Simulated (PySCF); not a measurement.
Ge(F)(SH) (FGeHS), SMILES [Ge]([SH])[F] (connectivity only; charge and spin as stated), neutral, multiplicity 1. Atoms are numbered in the order given.

```xyz
4

Ge     0.4473     0.5195     0.0000
F     -1.1643     1.2539     0.0000
S     -0.2990    -1.6121     0.0000
H      0.9490    -2.1160     0.0000
```
Charge 0, spin multiplicity 1.

Coordinates come from a B3LYP-D3(BJ)/def2-TZVP optimisation. One conformer was computed; it need not be the lowest.

The numbers are results of B3LYP/def2-TZVPD in PySCF, not measurements.

Symmetry labels are those of the subgroup Cs that the program uses (full group Cs).

Q: List the valence orbital energies around the gap with their symmetry. (Estimate from the structure and the level; the computed values follow.)

A: 
| orbital | symmetry | energy (eV) |
|---|---|---|
| HOMO−7 | A' | -20.18 |
| HOMO−6 | A' | -14.48 |
| HOMO−5 | A' | -11.78 |
| HOMO−4 | A" | -11.29 |
| HOMO−3 | A' | -10.80 |
| HOMO−2 | A' | -10.72 |
| HOMO−1 | A" | -7.87 |
| HOMO | A' | -7.54 |
| LUMO | A" | -2.80 |
| LUMO+1 | A' | -0.76 |
| LUMO+2 | A' | -0.32 |
| LUMO+3 | A' | -0.14 |
